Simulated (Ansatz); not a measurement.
Mulliken charges of `C[O][Ge]([F])[SH]` radical from ωB97M-V/def2-TZVPP in Ansatz (PBE0-D4/def2-TZVP geometry).

```json
{"atom": "C1", "x (Å)": "-0.164", "y (Å)": "-0.028", "z (Å)": "-1.673", "charge (e)": "-0.182"}
{"atom": "O2", "x (Å)": "0.527", "y (Å)": "-0.434", "z (Å)": "-0.507", "charge (e)": "-0.394"}
{"atom": "Ge3", "x (Å)": "-0.234", "y (Å)": "-0.433", "z (Å)": "1.087", "charge (e)": "0.689"}
{"atom": "F4", "x (Å)": "-1.340", "y (Å)": "0.929", "z (Å)": "1.066", "charge (e)": "-0.373"}
{"atom": "S5", "x (Å)": "1.484", "y (Å)": "-0.055", "z (Å)": "2.458", "charge (e)": "-0.239"}
{"atom": "H6", "x (Å)": "0.588", "y (Å)": "0.236", "z (Å)": "-2.419", "charge (e)": "0.124"}
{"atom": "H7", "x (Å)": "-0.803", "y (Å)": "0.841", "z (Å)": "-1.491", "charge (e)": "0.131"}
{"atom": "H8", "x (Å)": "-0.775", "y (Å)": "-0.844", "z (Å)": "-2.072", "charge (e)": "0.116"}
{"atom": "H9", "x (Å)": "0.719", "y (Å)": "-0.213", "z (Å)": "3.551", "charge (e)": "0.126"}
```

By hand: the dipole of these point charges (1 e Å = 4.8032 D).

Σ q r = (-0.225, -0.441, -0.020) e Å, of length 0.495 e Å = 2.38 D.

How does the dipole of the full density compare? (Estimate.)

Ansatz gave: (-0.119, -0.246, -0.024) e Å, 1.32 D; the point charges give 1.80 times that, at 3° from its direction.

Point charges leave out the atoms' own dipoles, such as those of lone pairs, and Mulliken's split depends on the basis, so the two needn't agree.
